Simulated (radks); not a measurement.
Ionisation of the holmium ion Ho42+, [Ar] 3d7, to [Ar] 3d6 as the strength of local exchange is varied. Calculated with a radial shooting solver on a logarithmic mesh with Libxc functionals: scalar-relativistic Kohn-Sham, Slater X-alpha exchange (alpha = 2/3 is LDA exchange), no correlation, spin-polarised, spherical densities, finite nucleus; open shells are filled with parallel spins first (spin-orbit coupling, left out, can overturn this in heavy ions); Fermi nuclear charge, rms radius 5.2022 fm.

alpha  E(Ho42+) (hartree)  exchange (hartree)  IE (eV)  -e of the level emptied (eV)  <r> of it (bohr)
0.666         -11307.6176           -180.4236   3364.4                   3309.6 (3d)            0.1962
0.667         -11307.8900           -180.6977   3364.6                   3309.8 (3d)            0.1962
0.679         -11311.1587           -183.9878   3366.9                   3312.1 (3d)            0.1961
0.979         -11393.1042           -266.6924   3424.3                   3370.6 (3d)            0.1945
1.012         -11402.1449           -275.8428   3430.7                   3377.1 (3d)            0.1944
1.027         -11406.2561           -280.0056   3433.6                   3380.0 (3d)            0.1943

NIST Atomic Spectra Database: 3359 eV (theoretical). The central value is not met in this range of alpha. Open shells are spherical and high-spin; term and fine-structure splittings are not resolved. Spin-orbit splitting is averaged out at the scalar-relativistic level.
